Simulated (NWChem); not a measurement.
Molecule: CH5AlOSe; SMILES C[O][AlH][SeH]

```xyz
9

Al    -1.0585    -0.6948     0.0119
H     -2.6173    -0.4753     0.0509
O     -0.4744    -2.2791     0.0244
C      0.6760    -3.0533     0.0073
H      1.6020    -2.4490    -0.0276
H      0.7284    -3.6915     0.9070
H      0.6815    -3.7222    -0.8713
Se     0.4463     1.0695    -0.0618
H     -0.6600     2.0412    -0.0476
```
Atoms are numbered in this order, from 1.

All runs: NWChem. Coordinates come from a PBE0/def2-SVP optimisation. GIAO values for the isolated, static molecule; σ is the absolute isotropic shielding, δ = σ(reference) − σ with the isolated reference molecule computed at the same levels (13C: tetramethylsilane, 1H: tetramethylsilane, 17O: water). Spin-orbit effects, on the heavy nuclei and on their neighbours, are missing.

For level BHandHLYP/pcSseg-1:

- σ Al1 (ppm) = 399.1
- δ H2 (ppm) = 4.39
- δ O3 (ppm) = 43.4
- δ C4 (ppm) = 52.7
- δ H5 (rotor mean) (ppm) = 3.85
- σ Se8 (ppm) = 2161.2
- δ H9 (ppm) = 0.14

Problem. Estimate the same quantities for level LDA (Slater exchange, VWN5)/pcSseg-1.

Solution. 
| Property | Value |
|---|---|
| σ Al1 (ppm) | 353.7 |
| δ H2 (ppm) | 5.01 |
| δ O3 (ppm) | 90.8 |
| δ C4 (ppm) | 57.3 |
| δ H5 (rotor mean) (ppm) | 4.26 |
| σ Se8 (ppm) | 2030.4 |
| δ H9 (ppm) | 0.58 |
